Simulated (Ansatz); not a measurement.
The same path of BH$_{8}$NOSi (12 atoms, charge 0, multiplicity 1) was run 3 times with different band settings. Lost on the way: B1–O2, N6–H12. Made: O2–H12.

These are results of RKS PBE-D4/6-31G* (Ansatz 0.2.0), not measurements.

Relaxed end points:

```xyz
12
Properties=species:S:1:pos:R:3
B 0.007 0.160 0.415
O -0.804 0.032 1.595
H -1.744 0.116 1.355
H 1.053 -0.468 0.466
H -0.573 0.118 -0.672
N 0.593 1.811 0.477
H 1.506 1.878 0.006
Si -0.660 2.895 -0.255
H -0.505 2.775 -1.733
H -1.992 2.429 0.224
H -0.445 4.320 0.166
H 0.746 1.974 1.481
```

```xyz
12
Properties=species:S:1:pos:R:3
B 0.406 0.454 0.092
O -0.613 -0.222 1.621
H -1.487 -0.408 1.217
H 1.415 -0.189 0.259
H -0.382 0.115 -0.769
N 0.444 1.888 0.412
H 1.293 2.227 0.870
Si -0.555 3.092 -0.374
H -1.959 2.566 -0.454
H -0.556 4.349 0.453
H -0.127 3.472 -1.766
H -0.698 0.699 1.964
```

Common settings: movable images 5; climbing image yes; spring 5.0 eV/Å²; optimiser quadratic models (default); start path through a guess of the saddle point; iteration limit 60; end points relaxed.

| run | force threshold |
| --- | --- |
| 1 | 0.03 eV/Å |
| 2 | 0.2 eV/Å |
| 3 | 0.5 eV/Å |

**Question.** What does each run give, and how far can it be trusted?

**Answer.** Run 1: converged after 23 iterations, highest image 0.731 eV above the first end. A vibrational analysis at the climbing image gives one clearly imaginary mode, 1074i cm⁻¹: a first-order saddle point.
Run 2: converged after 9 iterations, highest image 0.818 eV above the first end. The threshold of 0.2 eV/Å is loose, so the images may lie well off the minimum-energy path. The order of the point at the top wasn't checked.
Run 3: converged after 8 iterations, highest image 0.817 eV above the first end. The threshold of 0.5 eV/Å is loose, so the images may lie well off the minimum-energy path. The order of the point at the top wasn't checked.
The orbitals stay closed-shell, which can raise the energy where a bond breaks towards radicals; this wasn't checked here.
